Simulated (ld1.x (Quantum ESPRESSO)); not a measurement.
Results of a calculation; reference values are marked as such.
# Potentials for Ni compared

Generated with ld1.x 7.5 (TM, RRKJ, ultrasoft, PAW), atompaw 4.2 or ONCVPSP 4.0.1. The cutoff is in Ry: for ld1.x and atompaw files where the sum of valence levels is converged to 10 mRy in a Bessel basis, for ONCV files where the hardest occupied wave has 1 mHa per electron of residual kinetic energy. The error is the largest all-electron minus pseudo excitation energy over each file’s own four to seven test configurations (ionisations up to +4, promotions, holes and added fractions of an electron), all of which were solved. The labels leave out finer settings (local radius, basis sizes, second energies), which also bear on the numbers. Spin-polarised tests are not counted. The rows are a selection from randomly drawn settings: files with unsolved tests, undetermined cutoffs or missed reference levels are left out.

A true bound ghost makes a file unfit for plane-wave use even where its test errors are small: the radial tests pick states by their node count and pass the ghost by.

```csv
potential,cutoff (Ry),largest error (meV),bound ghosts
"TM semilocal, revPBE, scalar-relativistic, rc 2.35/2.70/1.55 (spd), local s, core correction yes, reference 3d8 4s2 4p0",110,-250,none
"TM, PW91, fully relativistic, rc 1.50/1.20/1.55 (spd), local smoothed, core correction no, reference 3p6 3d8 4s2 4p0",120,+216,s
```

Problem. Fill in the row for Ni: TM, PBE, scalar-relativistic, rc 1.05/1.10/0.90 (spd), local d, core correction no, reference 3s2 3p6 3d8 4s0 4p0.

Solution. cutoff 260 Ry, largest error +7070 meV, bound ghosts: none.

Problem. Fill in the row for Ni: RRKJ, PBE, scalar-relativistic, rc 1.30/1.30/0.90 (spd), local d, core correction no, reference 3s2 3p6 3d8 4s0 4p0.

Solution. cutoff 260 Ry, largest error -746 meV, bound ghosts: none.

Problem. Fill in the row for Ni: RRKJ, LDA (PZ), scalar-relativistic, rc 1.55/2.40/1.05 (spd), local s, core correction yes, reference 3d8 4s2 4p0.

Solution. cutoff 160 Ry, largest error -482 meV, bound ghosts: none.
